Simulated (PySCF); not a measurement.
PySCF input (BP86/def2-TZVPD):

```python
from pyscf import gto, scf, dft

mol = gto.M(
    atom='''
    Si    1.35560554   -0.04301608    0.06364557
    Si   -1.02163773    0.03757317   -0.06413601
    H    -1.62000933    1.38029313   -0.29021330
    H    -1.39716893   -0.39628784    1.31666715
    H    -1.65837119   -0.90780453   -1.01958768
    ''',
    basis='def2-tzvpd',
    charge=0,
    spin=1,
    verbose=4,
)

mf = dft.UKS(mol, xc='bp86').density_fit(auxbasis='def2-universal-jkfit')
mf.grids.level = 3
mf.conv_tol = 1e-9
mf.max_cycle = 100
mf.max_memory = 1500
mf.kernel()
if not mf.converged:
    mf = mf.newton()
    mf.kernel(mf.make_rdm1())
for _ in range(2):
    mo, _, stable, _ = mf.stability(return_status=True)
    if stable:
        break
    mf.kernel(mf.make_rdm1(mo, mf.mo_occ))
mf.analyze()
```

End of the output:

```
Extra cycle  E= -580.757068076969  delta_E= -8.07e-12  |g|= 2.36e-06  |ddm|= 9.1e-06
converged SCF energy = -580.757068076969  <S^2> = 0.75469987  2S+1 = 2.0046944
uhf_internal: lowest eigs of H = [0.00760118 0.04039013 0.16606733]
<class 'pyscf.df.df_jk.DFUKS'> wavefunction is stable in the internal stability analysis
**** SCF Summaries ****
Total Energy =                        -580.757068076968949
Nuclear Repulsion Energy =              66.018456621204606
One-electron Energy =                 -935.479253716712378
Two-electron Energy =                  288.703729018538866
Two-electron Coulomb Energy =          331.597771726704536
DFT Exchange-Correlation Energy =      -42.894042708165699
HOMO-LUMO gap [eV] =                     0.631229478063338
**** MO energy ****
                             alpha | beta                alpha | beta
MO #1   energy= -65.4923001080588  | -65.4896594335389  occ= 1 | 1
MO #2   energy= -65.4378221578426  | -65.4379321777855  occ= 1 | 1
MO #3   energy= -5.09267487593505  | -5.08993745939078  occ= 1 | 1
MO #4   energy= -5.04835895399335  | -5.04844155688531  occ= 1 | 1
MO #5   energy= -3.50947507921328  | -3.50794320945492  occ= 1 | 1
MO #6   energy= -3.50339480492897  | -3.49609583673905  occ= 1 | 1
MO #7   energy= -3.49765999376387  | -3.49534838328842  occ= 1 | 1
MO #8   energy= -3.4584564044218   | -3.45859242595096  occ= 1 | 1
MO #9   energy= -3.4576891099228   | -3.45776792477346  occ= 1 | 1
MO #10  energy= -3.45748044594926  | -3.45761932774641  occ= 1 | 1
MO #11  energy= -0.503505259183788 | -0.498337064829812 occ= 1 | 1
MO #12  energy= -0.406818263855136 | -0.387656730299479 occ= 1 | 1
MO #13  energy= -0.319383587131488 | -0.318606395403415 occ= 1 | 1
MO #14  energy= -0.315904213819226 | -0.312694505757625 occ= 1 | 1
MO #15  energy= -0.225927461464998 | -0.218859517960579 occ= 1 | 1
MO #16  energy= -0.175741298747777 | -0.152544043099006 occ= 1 | 0
MO #17  energy= -0.163005776597972 | -0.124090084675892 occ= 0 | 0
MO #18  energy= -0.0222552848503792 | -0.0167882004730163 occ= 0 | 0
MO #19  energy= -0.00926488303821138 | -0.00685708547192844 occ= 0 | 0
MO #20  energy= 0.00402295424494086 | 0.00817585685510613 occ= 0 | 0
MO #21  energy= 0.00432958669444693 | 0.0136922956608308 occ= 0 | 0
MO #22  energy= 0.0447760275103625 | 0.0489753450103849 occ= 0 | 0
MO #23  energy= 0.0467592688816684 | 0.0571887894910425 occ= 0 | 0
MO #24  energy= 0.0551198812750078 | 0.0594409271408823 occ= 0 | 0
MO #25  energy= 0.057857384592203  | 0.0621659044272575 occ= 0 | 0
MO #26  energy= 0.0796635893225559 | 0.0839847400292628 occ= 0 | 0
MO #27  energy= 0.0827291367763213 | 0.0854014028995249 occ= 0 | 0
MO #28  energy= 0.0910796285592497 | 0.101217118923912  occ= 0 | 0
MO #29  energy= 0.0928443322423667 | 0.105082391630425  occ= 0 | 0
MO #30  energy= 0.101756083967251  | 0.105644914776532  occ= 0 | 0
MO #31  energy= 0.105654919080976  | 0.115859110644     occ= 0 | 0
MO #32  energy= 0.112616626913454  | 0.118761321632021  occ= 0 | 0
MO #33  energy= 0.158234672680761  | 0.158869478335633  occ= 0 | 0
MO #34  energy= 0.171848450956228  | 0.17307611218866   occ= 0 | 0
MO #35  energy= 0.173178055377892  | 0.179229585699827  occ= 0 | 0
MO #36  energy= 0.204683716059339  | 0.210708626928519  occ= 0 | 0
MO #37  energy= 0.213601687722883  | 0.215287645848895  occ= 0 | 0
MO #38  energy= 0.218805950957189  | 0.223297157073743  occ= 0 | 0
MO #39  energy= 0.230572184504094  | 0.231067328763965  occ= 0 | 0
MO #40  energy= 0.255865157777074  | 0.263887889508734  occ= 0 | 0
MO #41  energy= 0.259197669416824  | 0.268502282613238  occ= 0 | 0
MO #42  energy= 0.265566519072459  | 0.270365717112959  occ= 0 | 0
MO #43  energy= 0.267607474628179  | 0.279279240000924  occ= 0 | 0
MO #44  energy= 0.273285274333333  | 0.288657502818769  occ= 0 | 0
MO #45  energy= 0.283871086315057  | 0.301207399235609  occ= 0 | 0
MO #46  energy= 0.288314683734005  | 0.30855449353176   occ= 0 | 0
MO #47  energy= 0.300954959870468  | 0.310568199854534  occ= 0 | 0
MO #48  energy= 0.318857228139073  | 0.327135125989196  occ= 0 | 0
MO #49  energy= 0.337220007144184  | 0.339237290876376  occ= 0 | 0
MO #50  energy= 0.349809813072756  | 0.357200224047669  occ= 0 | 0
MO #51  energy= 0.350528617978315  | 0.362639090560121  occ= 0 | 0
MO #52  energy= 0.392709581449205  | 0.398811241172854  occ= 0 | 0
MO #53  energy= 0.404945558714745  | 0.405627161589956  occ= 0 | 0
MO #54  energy= 0.414138279416318  | 0.422565676945997  occ= 0 | 0
MO #55  energy= 0.432704178022775  | 0.433301810849873  occ= 0 | 0
MO #56  energy= 0.433923232800872  | 0.439712984953031  occ= 0 | 0
MO #57  energy= 0.459821352820976  | 0.46811903248204   occ= 0 | 0
MO #58  energy= 0.476198816941055  | 0.47690217215986   occ= 0 | 0
MO #59  energy= 0.511930422912268  | 0.519296085079587  occ= 0 | 0
MO #60  energy= 0.601234655905925  | 0.603396050786749  occ= 0 | 0
MO #61  energy= 0.620548447504549  | 0.625519682739401  occ= 0 | 0
MO #62  energy= 0.62673180820467   | 0.635181513627894  occ= 0 | 0
MO #63  energy= 0.668878919202969  | 0.671872412459287  occ= 0 | 0
MO #64  energy= 0.88225002881453   | 0.897600935738443  occ= 0 | 0
MO #65  energy= 0.895869118110053  | 0.900516132998684  occ= 0 | 0
MO #66  energy= 0.896725264076079  | 0.905867042945821  occ= 0 | 0
MO #67  energy= 0.916168377585031  | 0.934049203261001  occ= 0 | 0
MO #68  energy= 0.935771605396141  | 0.967666879184011  occ= 0 | 0
MO #69  energy= 0.936542518517347  | 0.970524740348548  occ= 0 | 0
MO #70  energy= 0.958814209337234  | 0.98214013201823   occ= 0 | 0
MO #71  energy= 0.960942732046649  | 0.982303979081035  occ= 0 | 0
MO #72  energy= 0.979808801196496  | 1.00540722241552   occ= 0 | 0
MO #73  energy= 0.986989493925604  | 1.00714479423022   occ= 0 | 0
MO #74  energy= 1.01076106845416   | 1.01918629407583   occ= 0 | 0
MO #75  energy= 1.01420549486225   | 1.02388626961523   occ= 0 | 0
MO #76  energy= 1.05391640866723   | 1.05598390597267   occ= 0 | 0
MO #77  energy= 1.07786041541529   | 1.0943567364883    occ= 0 | 0
MO #78  energy= 1.09264216331851   | 1.0949782014773    occ= 0 | 0
MO #79  energy= 1.11560889573713   | 1.11653031933781   occ= 0 | 0
MO #80  energy= 1.11969742651017   | 1.1244439325437    occ= 0 | 0
MO #81  energy= 1.1273210852844    | 1.13334297976583   occ= 0 | 0
MO #82  energy= 1.15347105521847   | 1.16302431983045   occ= 0 | 0
MO #83  energy= 1.16963555795796   | 1.1860769525021    occ= 0 | 0
MO #84  energy= 1.22453779315782   | 1.23173342534104   occ= 0 | 0
MO #85  energy= 1.22859004751902   | 1.24899314919303   occ= 0 | 0
MO #86  energy= 1.23787593260279   | 1.26434059499663   occ= 0 | 0
MO #87  energy= 1.33042609027651   | 1.33393365321382   occ= 0 | 0
MO #88  energy= 1.46034603077947   | 1.46078353711111   occ= 0 | 0
MO #89  energy= 1.466859359821     | 1.46877349826316   occ= 0 | 0
MO #90  energy= 1.51695910047035   | 1.53033635241282   occ= 0 | 0
MO #91  energy= 1.52823998640652   | 1.5403316632099    occ= 0 | 0
MO #92  energy= 1.59212939790149   | 1.59750406221925   occ= 0 | 0
MO #93  energy= 1.8262556648439    | 1.82909829683352   occ= 0 | 0
MO #94  energy= 1.83165754956072   | 1.8328885231638    occ= 0 | 0
MO #95  energy= 1.86599733138474   | 1.86946685625555   occ= 0 | 0
MO #96  energy= 1.9349890520676    | 1.93740184619874   occ= 0 | 0
MO #97  energy= 1.93951362260378   | 1.94189902746119   occ= 0 | 0
MO #98  energy= 1.94818777973949   | 1.94889506124973   occ= 0 | 0
MO #99  energy= 1.97570527654469   | 1.98049932287754   occ= 0 | 0
MO #100 energy= 2.36047605575646   | 2.36232993528919   occ= 0 | 0
MO #101 energy= 2.42382214567917   | 2.42731704207996   occ= 0 | 0
MO #102 energy= 2.44420794090535   | 2.44577980844587   occ= 0 | 0
MO #103 energy= 2.69790987462574   | 2.70013756578171   occ= 0 | 0
MO #104 energy= 2.85116564504959   | 2.85219171938643   occ= 0 | 0
[...]
```

It need not be the lowest isomer of its formula.
